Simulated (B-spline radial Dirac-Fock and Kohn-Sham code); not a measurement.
# Dipole and non-dipole photoemission parameters of P 1s

System: the free phosphorus atom, configuration [Ne] 3s2 3p3; threshold 2145.5 eV (tabulated edge). The computed values come from a radial atomic solver: Dirac-Hartree-Slater photoionisation with a Latter tail; cross sections with all multipoles, angular parameters from the dipole term and its interference with E2.

For linearly polarised light dσ/dΩ = σ/(4π) [1 + β P₂(cos θ) + (δ + γ cos²θ) sin θ cos φ], with θ from the polarisation vector and φ the angle between the beam and the projection of the electron momentum on the plane normal to the polarisation.

| hν (eV) | σ (kb) | β | γ |
| --- | --- | --- | --- |
| 2440 | 90.6 | 2.000 | 0.111 |
| 3380 | 39.1 | 2.000 | 0.597 |
| 4000 | 25.0 | 2.000 | 0.803 |
| 4090 | 23.6 | 2.000 | 0.830 |
| 4620 | 16.9 | 2.000 | 0.975 |
| 5510 | ? | ? | ? |
| 6000 | 8.20 | 2.000 | 1.290 |
| 6020 | 8.12 | 2.000 | 1.294 |
| 6800 | 5.76 | 2.000 | 1.445 |
| 8047.8 | 3.55 | 2.000 | 1.660 |
| 11400 | 1.28 | 2.000 | 2.143 |

Q: Give the values at 5510 eV.

A: σ = 10.4 kb, β = 2.000, γ = 1.186. For an s subshell δ is negligible.
